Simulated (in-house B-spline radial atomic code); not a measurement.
Successive ionisation energies of silver; each step leads to the configuration of the next row (after the last: [Ne] 3s2 3p2). NIST's values go from ground level to ground level; the uncertainty of those that are theory runs from under 0.1 % in few-electron ions to several per cent in heavy many-electron ones. Computed with an all-electron radial atomic-structure program (B-spline basis): non-relativistic Hartree-Fock, average of the configuration, point nuclei.

This level leaves out relativity, spin-orbit splitting included, which matters for heavy ions.

```tsv
ion	configuration	ionisation energy (eV)	tabulated value (eV)	tabulated kind	computed minus tabulated (eV)	highest orbital	largest mean radius (bohr)
Ag18+	[Ar] 3d10 4s1	488.2	500.87	semi-empirical	-12.7	4s	0.80991
Ag19+	[Ar] 3d10	890.7	885	tabulated theory	5.7	3d	0.37419
Ag20+	[Ar] 3d9	955.6	946	tabulated theory	9.6	3d	0.37108
Ag21+	[Ar] 3d8	1022.2	1013	tabulated theory	9.2	3d	0.36799
Ag22+	[Ar] 3d7	1090.3	1082	tabulated theory	8.3	3d	0.36491
Ag23+	[Ar] 3d6	1160.0	1149	tabulated theory	11.0	3d	0.36186
Ag24+	[Ar] 3d5	1231.2	1231	tabulated theory	0.2	3d	0.35883
Ag25+	[Ar] 3d4	?	?	tabulated theory	?	?	?
Ag26+	[Ar] 3d3	?	?	tabulated theory	?	?	?
Ag27+	[Ar] 3d2	1454.3	1460	tabulated theory	-5.7	3d	0.34991
Ag28+	[Ar] 3d1	1531.7	1535	tabulated theory	-3.3	3d	0.347
Ag29+	[Ne] 3s2 3p6	?	?	semi-empirical	?	?	?
Ag30+	[Ne] 3s2 3p5	1810.5	1810.5	semi-empirical	0.0	3p	0.34193
Ag31+	[Ne] 3s2 3p4	1880.8	1888	semi-empirical	-7.2	3p	0.33978
Ag32+	[Ne] 3s2 3p3	1951.8	1979	semi-empirical	-27.2	3p	0.33765
```

(1) Fill in the row of Ag25+.

(2) Fill in the row of Ag26+.

(3) Fill in the row of Ag29+.

(4) Where is the largest jump?

(5) How far is this level of theory from the measured and semi-empirical values?

Answers

(1) ionisation energy (eV): 1304.0; tabulated value (eV): 1308; computed minus tabulated (eV): -4.0; highest orbital: 3d; largest mean radius (bohr): 0.35583.

(2) ionisation energy (eV): 1378.4; tabulated value (eV): 1382; computed minus tabulated (eV): -3.6; highest orbital: 3d; largest mean radius (bohr): 0.35285.

(3) ionisation energy (eV): 1741.2; tabulated value (eV): 1747; computed minus tabulated (eV): -5.8; highest orbital: 3p; largest mean radius (bohr): 0.34412.

(4) From Ag18+ to Ag19+, by a factor of 1.82 (488.21 to 890.73 eV); the highest orbital goes from 4s to 3d.

(5) Over those 5 rows the differences run from -27.2 to +0.0364 eV (mean absolute value 11 eV). The calculation leaves out relativity, correlation and, in open shells, the multiplet splittings that an average leaves out.
